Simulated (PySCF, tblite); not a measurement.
C5H12N2O.
Numbering: `[CH3:1][C:2](=[O:3])[CH:4]([CH2:5][NH2:6])[CH2:7][NH2:8]` (hydrogens: H9, H10, H11 on C1; H12 on C4; H13, H14 on C5; H15, H16 on N6; H17, H18 on C7; H19, H20 on N8)

Cartesian coordinates in Å at the GFN2-xTB level; atoms count from 1:
```xyz
20
C5H12N2O angstrom
C     -2.4675   -0.9845    0.0920
C     -1.0519   -1.1886   -0.3936
O     -0.7668   -2.0588   -1.1791
C     -0.0310   -0.2045    0.1376
C     -0.3101    1.1970   -0.4808
N      0.5001    2.2686    0.0405
C      1.3905   -0.6805   -0.1857
N      2.3815    0.1079    0.5371
H     -2.5021   -0.4985    1.0621
H     -2.9792   -1.9430    0.1314
H     -2.9917   -0.3623   -0.6324
H     -0.1476   -0.1244    1.2249
H     -1.3587    1.4607   -0.3177
H     -0.1343    1.1376   -1.5583
H      0.3184    2.3992    1.0306
H      1.4830    2.0285   -0.0544
H      1.4542   -1.7586    0.0318
H      1.5724   -0.5526   -1.2554
H      3.3147   -0.1484    0.2335
H      2.3211   -0.0843    1.5329
```

Method used: PBE0/pcSseg-1 in PySCF (dipole) on a GFN2-xTB geometry, gas phase.

Take the most abundant isotopes and a rigid rotor. The values belong to one conformer with, in the numbering `[CH3:1][C:2](=[O:3])[CH:4]([CH2:5][NH2:6])[CH2:7][NH2:8]`, C1–C2–C4–C5 -69°, C2–C4–C5–N6 174°, C4–C5–N6–H -63° and 55°, C2–C4–C7–N8 -169°, C4–C7–N8–H -174° and 68°.

What are A, B and C (MHz)?

Ia = 179.70, Ib = 351.30, Ic = 471.29 u·Å²; 505379 MHz·u·Å²/I gives A = 2812, B = 1439, C = 1072 MHz.

What kind of rotor is it?

An asymmetric top; Ray's κ = -0.579.

What does the inertial defect say?

Not planar: Δ = Ic − Ia − Ib = -59.71 u·Å². For a rigid frame Δ = −2 Σ m c², so Σ m c² = 29.85 u·Å² lies off the ab plane: 11.70 from hydrogen and 18.16 from heavier atoms. The atom farthest from that plane is 1.56 Å away.

Give the other two planar moments, Paa and Pbb, and the rms extents of the mass along the axes.

Paa = Σ m a² = (Ib + Ic − Ia)/2 = 321.44 and Pbb = Σ m b² = (Ia + Ic − Ib)/2 = 149.85 u·Å². With the mass M = 116.09 u, the rms extents √(P/M) along a, b and c are 1.66, 1.14, 0.51 Å.

List the rotational levels J(Ka,Kc) to J = 2 (MHz).

Above 0(0,0):
J = 1: 1(0,1) 2511, 1(1,1) 3885, 1(1,0) 4251
J = 2: 2(0,2) 7469, 2(1,2) 8540, 2(1,1) 9639, 2(2,1) 13760, 2(2,0) 13824
The levels of one J sum to (2J + 1)J(J + 1)(A + B + C)/3.

Which lines would a microwave search look for?

The dipole components are |μa| = 0.63 D, |μb| = 0.26 D, |μc| = 2.69 D. Intensities carry the squares of the components, which stand as 0.05 : 0.01 : 1.00 (a : b : c). Some lines, for components of 0.1 D or more:

```csv
type,branch,"J(Ka,Kc)",MHz,lower level (cm⁻¹)
b,Q,"1(1,0) ← 1(0,1)",1740,0.084
b,R,"2(0,2) ← 1(1,1)",3584,0.130
c,Q,"3(2,2) ← 3(1,2)",3616,0.590
b,R,"1(1,1) ← 0(0,0)",3885,0.000
b,Q,"3(2,1) ← 3(1,2)",3924,0.590
b,Q,"4(1,3) ← 4(0,4)",4050,0.809
c,R,"1(1,0) ← 0(0,0)",4251,0.000
a,R,"2(0,2) ← 1(0,1)",4958,0.084
a,R,"3(1,3) ← 2(1,2)",6946,0.285
b,R,"4(1,3) ← 3(2,2)",7009,0.710
b,Q,"3(3,0) ← 3(2,1)",7521,0.721
b,R,"4(0,4) ← 3(1,3)",8766,0.517
a,R,"4(3,1) ← 3(3,0)",10195,0.971
c,R,"3(3,0) ← 2(2,0)",15297,0.461
c,R,"4(2,3) ← 3(1,3)",15800,0.517
b,R,"4(3,2) ← 3(2,1)",17667,0.721
c,R,"4(3,1) ← 3(2,1)",17715,0.721
c,R,"4(3,2) ← 3(2,2)",17974,0.710
```

Its GFN2-xTB frequencies are all real (lowest 50 cm⁻¹). Zero-point vibration and centrifugal distortion are left out. A rigid rotor knows nothing of inversion at nitrogen or internal rotation, which can split or shift real lines. Quadrupole hyperfine structure (14N) is left out.
